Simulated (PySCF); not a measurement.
B(F)(Br)(NH2) (BBrFH2N), SMILES FB(N)Br. Geometry: PBE0-D3(BJ)/def2-SVP. Other conformers were not sampled.

Method: PBE0-D3(BJ)/def2-SVP (PySCF 2.14.0).

Harmonic wavenumbers (cm⁻¹): 283, 330, 465, 531, 573, 593, 896, 1226, 1444, 1601, 3642, 3761. Rotational constants (GHz): 9.765, 2.803, 2.178; symmetry number 1.

Problem. Work out the zero-point energy and the ideal-gas rigid-rotor harmonic-oscillator thermochemistry at 298.15 K and 1 atm.

Solution. ZPE = ½ Σ hcν = ½ × 15346 cm⁻¹ = 21.94 kcal/mol. H − E(el) = 25.37 kcal/mol. Entropy in cal/(mol K): translation 40.40, rotation 26.09, vibration 5.28, total 71.77. G − E(el) = 3.98 kcal/mol. Cp = 16.75 cal/(mol K).
